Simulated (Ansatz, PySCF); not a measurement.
C2H9ClOSi2, SMILES [Si@H](Cl)(O[SiH2]C)C. Atoms are numbered in the order given.

```xyz
15

C      2.9211     0.3879     0.4778
Si     1.8254     1.2831    -0.7427
O      0.2557     1.3637    -0.1613
Si    -0.8573     0.3376     0.4822
C     -2.5412     0.6672    -0.2209
Cl    -0.2918    -1.6020    -0.0230
H      2.5669    -0.6450     0.6215
H      3.9609     0.3492     0.1142
H      2.9181     0.8971     1.4549
H      1.8208     0.5841    -2.0600
H      2.2768     2.6881    -0.9417
H     -0.8263     0.4148     1.9641
H     -3.2832    -0.0273     0.2032
H     -2.5279     0.5399    -1.3144
H     -2.8552     1.6985     0.0067
```
Charge 0, spin multiplicity 1.

Coordinates come from a ωB97X-D3(BJ)/def2-SVP optimisation. The structure was generated by enumeration; whether it is a known compound was not checked. Other conformers were not sampled.

Two levels are set side by side: PBE-D3(BJ)/def2-SVP (Ansatz, a first-principles code) and ωB97X-D3(BJ)/def2-SVP (PySCF). Each level has its own optimised geometry; the coordinates shown are those of the second. Frequencies come from the Hessian of PySCF at each geometry. Differences are taken from unrounded values.

```
quantity                            ωB97X-D3(BJ)
----------------------------------  ------------
mean bond length (Å)                       1.443
bond C1–Si2 (Å)                            1.869
bond Si2–O3 (Å)                            1.676
bond O3–Si4 (Å)                            1.645
bond Si4–C5 (Å)                            1.854
bond Si4–Cl6 (Å)                           2.083
bond C1–H7 (Å)                             1.101
bond C1–H8 (Å)                             1.102
bond C1–H9 (Å)                             1.102
bond Si2–H10 (Å)                           1.491
bond Si2–H11 (Å)                           1.489
bond Si4–H12 (Å)                           1.484
bond C5–H13 (Å)                            1.101
bond C5–H14 (Å)                            1.101
bond C5–H15 (Å)                            1.102
highest harmonic wavenumber (cm⁻¹)          3183
mean harmonic wavenumber (cm⁻¹)             1213
zero-point energy (kcal/mol)               67.64
```

Problem. What does PBE-D3(BJ) give, and how far is it from ωB97X-D3(BJ)? (An estimate is asked for; the answer gives what the named calculation found.)

Solution. 
```json
[
 {"quantity": "mean bond length (Å)", "PBE-D3(BJ)": "1.454", "PBE-D3(BJ) minus ωB97X-D3(BJ)": "0.011"},
 {"quantity": "bond C1–Si2 (Å)", "PBE-D3(BJ)": "1.877", "PBE-D3(BJ) minus ωB97X-D3(BJ)": "0.009"},
 {"quantity": "bond Si2–O3 (Å)", "PBE-D3(BJ)": "1.690", "PBE-D3(BJ) minus ωB97X-D3(BJ)": "0.014"},
 {"quantity": "bond O3–Si4 (Å)", "PBE-D3(BJ)": "1.661", "PBE-D3(BJ) minus ωB97X-D3(BJ)": "0.016"},
 {"quantity": "bond Si4–C5 (Å)", "PBE-D3(BJ)": "1.866", "PBE-D3(BJ) minus ωB97X-D3(BJ)": "0.011"},
 {"quantity": "bond Si4–Cl6 (Å)", "PBE-D3(BJ)": "2.101", "PBE-D3(BJ) minus ωB97X-D3(BJ)": "0.018"},
 {"quantity": "bond C1–H7 (Å)", "PBE-D3(BJ)": "1.109", "PBE-D3(BJ) minus ωB97X-D3(BJ)": "0.007"},
 {"quantity": "bond C1–H8 (Å)", "PBE-D3(BJ)": "1.110", "PBE-D3(BJ) minus ωB97X-D3(BJ)": "0.007"},
 {"quantity": "bond C1–H9 (Å)", "PBE-D3(BJ)": "1.109", "PBE-D3(BJ) minus ωB97X-D3(BJ)": "0.007"},
 {"quantity": "bond Si2–H10 (Å)", "PBE-D3(BJ)": "1.505", "PBE-D3(BJ) minus ωB97X-D3(BJ)": "0.014"},
 {"quantity": "bond Si2–H11 (Å)", "PBE-D3(BJ)": "1.502", "PBE-D3(BJ) minus ωB97X-D3(BJ)": "0.013"},
 {"quantity": "bond Si4–H12 (Å)", "PBE-D3(BJ)": "1.499", "PBE-D3(BJ) minus ωB97X-D3(BJ)": "0.014"},
 {"quantity": "bond C5–H13 (Å)", "PBE-D3(BJ)": "1.108", "PBE-D3(BJ) minus ωB97X-D3(BJ)": "0.007"},
 {"quantity": "bond C5–H14 (Å)", "PBE-D3(BJ)": "1.108", "PBE-D3(BJ) minus ωB97X-D3(BJ)": "0.007"},
 {"quantity": "bond C5–H15 (Å)", "PBE-D3(BJ)": "1.109", "PBE-D3(BJ) minus ωB97X-D3(BJ)": "0.007"},
 {"quantity": "highest harmonic wavenumber (cm⁻¹)", "PBE-D3(BJ)": "3090", "PBE-D3(BJ) minus ωB97X-D3(BJ)": "-93"},
 {"quantity": "mean harmonic wavenumber (cm⁻¹)", "PBE-D3(BJ)": "1165", "PBE-D3(BJ) minus ωB97X-D3(BJ)": "-49"},
 {"quantity": "zero-point energy (kcal/mol)", "PBE-D3(BJ)": "64.93", "PBE-D3(BJ) minus ωB97X-D3(BJ)": "-2.71"}
]
```

Exact exchange shortens and stiffens bonds; PBE has none. Differences between two approximate levels are no errors against the true value.
